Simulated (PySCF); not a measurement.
F7Re (SMILES [F][Re]([F])([F])([F])([F])([F])[F]), singlet, geometry from GFN2-xTB (such geometries of metal compounds can be far from the true shape) (core potentials on Re). Base run: BLYP/def2-SVP in PySCF.

Input for PySCF:
```python
from pyscf import gto, scf, dft

mol = gto.Mole()
mol.atom = '''
    Re    0.000000    0.000000    0.000000
    F     0.265481    1.806122   -0.292297
    F     0.043808   -0.289320   -1.747939
    F    -0.043808    0.289320    1.747939
    F    -1.657493    0.800273   -0.174002
    F     0.860310   -1.610841    0.288189
    F    -1.289868   -1.311526    0.184757
    F     1.821569    0.315972   -0.006647
'''
mol.basis = 'def2-svp'
mol.ecp = {'Re': 'def2-svp'}
mol.charge = 0
mol.spin = 0
mol.verbose = 4
mol.build()

mf = dft.RKS(mol)
mf.xc = 'blyp'
mf.kernel()
mf.analyze()
```

Variants of this job, named by their change:

```tsv
change	ΔE vs base (mEh)	fitting functions	outcome
base	0.000	-	converged
auxbasis = cc-pvtz-ri	-	-	input refused
auxbasis = cc-pvtz-jkfit	-	-	input refused
auxbasis = even-tempered beta=3.0	-22.908	740	converged
auxbasis = even-tempered beta=2.0	-0.466	1069	converged
auxbasis = def2-universal-jkfit	-0.144	766	converged
auxbasis = even-tempered beta=1.6	-0.009	1573	converged
auxbasis = def2-universal-jfit	___	___	converged
auxbasis = cc-pvdz-jkfit	-	-	input refused
auxbasis = def2-tzvp-ri	-	-	input refused
```

Q: Fill in the missing entries.

A: 
- auxbasis = def2-universal-jfit, ΔE vs base (mEh): -0.367
- auxbasis = def2-universal-jfit, fitting functions: 432

A fitting set is made for a task (jfit for Coulomb, jkfit for Coulomb and exchange, ri for correlation) and for a family of orbital bases.

- auxbasis = cc-pvtz-ri: ended with `pyscf.lib.exceptions.BasisNotFoundError: Basis set not found for Re in cc-pvtz-ri`
- auxbasis = cc-pvtz-jkfit: ended with `pyscf.lib.exceptions.BasisNotFoundError: Basis set not found for Re in cc-pvtz-jkfit`
- auxbasis = cc-pvdz-jkfit: ended with `pyscf.lib.exceptions.BasisNotFoundError: Basis set not found for Re in cc-pvdz-jkfit`
